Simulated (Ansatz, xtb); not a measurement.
**Two isomers of C4H6N2OSe**

We compare X, `C[C@H](O)c1cn[se]n1`, a singlet, with Y, `COc1n[se]cc1N`, a singlet. Both are isolated molecules in the gas phase, relaxed with r2SCAN-D4/def2-SVP; the shapes shown needn't be the lowest conformers.

X (Å):

```xyz
14

C    -0.6071    0.8300    0.6056
C    -0.7284   -0.6705    0.3544
C     0.5130   -1.4178    0.7916
C     1.8661   -1.1354    0.3675
N     2.8154   -1.9050    0.8402
N     0.3724   -2.4325    1.6133
O    -1.8660   -1.1645    1.0064
Se    2.0191   -3.1186    1.9194
H    -1.5435    1.3193    0.3003
H    -0.4518    1.0194    1.6788
H     0.2215    1.2772    0.0351
H    -0.8178   -0.8332   -0.7450
H    -1.5839   -1.9698    1.4740
H     2.1360   -0.3251   -0.3205
```

Y (Å):

```xyz
14

C    -1.2409    2.1115    0.7163
C    -0.0540    0.0852    0.7036
C     1.1816   -1.8860    0.7935
C     0.3759   -1.1097   -0.0020
N     0.3208    0.3091    1.9317
N    -0.0867   -1.3612   -1.2818
O    -0.8345    0.9422    0.0156
Se    1.3768   -1.0763    2.4692
H    -1.8167    1.8442    1.6163
H    -1.8626    2.6859    0.0185
H    -0.3658    2.7019    1.0311
H     1.6426   -2.8399    0.5348
H    -0.3833   -0.5246   -1.7749
H     0.4922   -1.9704   -1.8481
```

Estimate E(Y) − E(X) at the level CCSD(T)/def2-SVP + ΔMP2/def2-TZVPP.

Calculated at CCSD(T)/def2-SVP + ΔMP2/def2-TZVPP: E(Y) − E(X) = +14.5 kJ/mol, so structure X lies lower.

The same difference at several levels:

| level | geometry | E(Y) − E(X) (kJ/mol) | departure from the last row (kJ/mol) | job, with rough time for the two |
| --- | --- | --- | --- | --- |
| GFN2-xTB | GFN2-xTB | +1.4 | −13.1 | optimisation, 0.21 s |
| HF/STO-3G | GFN2-xTB | −2.6 | −17.1 | single point, 0.6 s |
| r2SCAN-D4/def2-SVP//GFN2-xTB | GFN2-xTB | −19.8 | −34.3 | single point, 4.9 s |
| r2SCAN-D4/def2-SVP | r2SCAN-D4/def2-SVP | −10.7 | −25.2 | optimisation, 93 s |
| HF/def2-SVP | r2SCAN-D4/def2-SVP | −28.2 | −42.7 | part of the CCSD(T) run |
| MP2/def2-SVP | r2SCAN-D4/def2-SVP | +11.1 | −3.4 | part of the CCSD(T) run |
| CCSD(T)/def2-SVP | r2SCAN-D4/def2-SVP | +9.6 | −4.9 | single point |
| CCSD(T)/def2-SVP + ΔMP2/def2-TZVPP | r2SCAN-D4/def2-SVP | +14.5 |  | single point, 2.7 min |

As drawn, Y has 1 C–O, 1 C∷Se, 1 C∷C, 1 C–N, 2 N–H in place of 2 C–C, 1 C∷N, 1 N∷Se, 1 C–H, 1 O–H (∷ is an aromatic bond).

HF/STO-3G, r2SCAN-D4/def2-SVP//GFN2-xTB, r2SCAN-D4/def2-SVP, HF/def2-SVP put the two in the other order. GFN2-xTB finds them nearly level. The largest departure from CCSD(T)/def2-SVP + ΔMP2/def2-TZVPP is that of HF/def2-SVP, 42.7 kJ/mol. The last row adds to CCSD(T) the change of the MP2 difference between the two basis sets, here +4.9 kJ/mol.

With thermal terms from frequencies at re-optimised GFN2-xTB minima (ideal gas, soft modes damped towards free rotors, one conformer each, 298.15 K, 1 atm): on the last row, ΔE + ΔZPE = +13.7, ΔH = +14.3, ΔG = +14.0 kJ/mol.

The correlated steps freeze 16 core orbitals; the filled d shell of Se is correlated, in a basis made for valence electrons. Mirror images aren't counted in ΔG. Codes used: Ansatz 0.2.0, xtb 6.7.1; the last row on 4 threads of Arm Neoverse V2 on a shared host.
